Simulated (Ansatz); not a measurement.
Molecule: sum formula SiH3S2Cl2 (charge +1, singlet). It need not be the lowest isomer of its formula. 
Structure (B3LYP-D3(BJ)/def2-TZVP (Ansatz, a program for electronic structure) minimum search):
```
Si
Cl 1 2.0038
Cl 1 2.0067 2 116.43
S 1 2.0824 2 112.16 3 139.15
H 4 1.3489 1 93.56 2 -163.74
S 1 2.3559 2 98.55 4 116.33
H 6 1.3507 1 97.93 2 -168.20
H 6 1.3510 7 93.90 1 -97.77
```
Charge +1, spin multiplicity 1.

Total electronic energies in hartree. Cores are frozen in the correlated levels unless marked. Spin-orbit coupling is left out. Non-relativistic. CBS(X,Y): correlation extrapolated as X^-3; Hartree-Fock from the larger set.

| level | program | energy (Eh) |
|---|---|---|
| HF/cc-pwCVTZ | Ansatz | -2004.72853 |
| RI-HF/cc-pV(T+d)Z | Ansatz | -2004.72647 |
| PBE-D3(BJ)/def2-TZVPD | Ansatz + dftd3 | -2007.16159 |
| revPBE-D3(BJ)/def2-TZVPD | Ansatz + dftd3 | -2007.66878 |
| r2SCAN/def2-TZVPD | Ansatz | -2007.87818 |
| r2SCAN-D3(BJ)/def2-TZVPD | Ansatz + dftd3 | -2007.88172 |
| PBE0/def2-SVP | Ansatz | -2006.60627 |
| PBE0-D3(BJ)/def2-TZVPD | Ansatz + dftd3 | -2007.32641 |
| BHLYP-D3(BJ)/def2-TZVPD | Ansatz + dftd3 | -2008.02515 |
| r2SCANh/def2-TZVPD | Ansatz | -2007.86914 |
| CAM-B3LYP-D4/def2-TZVPD | Ansatz + dftd4 | -2008.07094 |
| CAM-B3LYP/def2-TZVPD | Ansatz | -2008.06005 |
| LC-wPBE-D3(BJ)/def2-TZVPD | Ansatz + dftd3 | -2007.45362 |
| wB97M-V/def2-TZVPD | Ansatz | -2007.90667 |
| B2GP-PLYP/def2-TZVPD | Ansatz | -2007.15157 |
| MP2/cc-pVTZ | Ansatz | -2005.55698 |
| SCS-MP2/cc-pV(D+d)Z | Ansatz | -2005.26705 |
| SCS-MP2/cc-pV(T+d)Z | Ansatz | -2005.56004 |
| SCS-MP2/cc-pV(Q+d)Z | Ansatz | -2005.66459 |
| CCSD(T)/cc-pV(T+d)Z | Ansatz | -2005.68183 |
| CCSD(T)/cc-pVTZ | Ansatz | -2005.66638 |
| CCSD(T)/cc-pwCVTZ | Ansatz | -2005.69561 |
| CCSD(T)/CBS(cc-pV(T+d)Z,cc-pV(Q+d)Z) | Ansatz | -2005.8345 |

Totals of different functionals don't rank their quality; only differences between species are comparable.
